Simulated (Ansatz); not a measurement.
`CBO[SiH2]C`, relaxed with RKS PBE-D4/def2-SVP in Ansatz 0.2.0 from a rough embedded geometry. The force threshold is 0.03 eV/Å; the program also tests the step.

Total charge 0; spin multiplicity 1.

Start:

```xyz
14

C    -1.701    0.319   -1.029
B    -1.508   -0.123    0.414
O    -0.563    0.576    1.257
Si    0.926   -0.279    1.298
C     1.884    0.120   -0.314
H    -1.039    1.216   -1.317
H    -2.762    0.676   -1.211
H    -1.469   -0.466   -1.740
H    -2.228   -0.973    0.866
H     0.636   -1.763    1.287
H     1.699    0.044    2.399
H     1.287   -0.196   -1.186
H     2.846   -0.373   -0.346
H     1.993    1.223   -0.377
```

Q: How much energy does the relaxation release, and in how many steps? (Estimate.)

A: Ansatz gave: 80.33 kJ/mol, in 21 steps, 2 of them rejected.

Q: Which bonds change most? (Estimate.)

A: The calculation gave: Si4–H11 from 1.383 to 1.503 Å; B2–O3 from 1.447 to 1.366 Å; C1–B2 from 1.521 to 1.571 Å; C1–H6 from 1.152 to 1.108 Å.

Q: Give the relaxed structure. (Best estimate.)

A: Ansatz gave: 
```xyz
14

C    -2.515    0.609   -0.963
B    -1.454   -0.182   -0.117
O    -0.259    0.393    0.210
Si    1.073   -0.196    1.093
C     2.572   -0.203   -0.034
H    -2.178    1.616   -1.276
H    -3.455    0.712   -0.375
H    -2.804    0.024   -1.863
H    -1.678   -1.330    0.269
H     0.763   -1.577    1.609
H     1.273    0.744    2.247
H     2.428   -0.901   -0.883
H     3.476   -0.520    0.527
H     2.759    0.810   -0.444
```
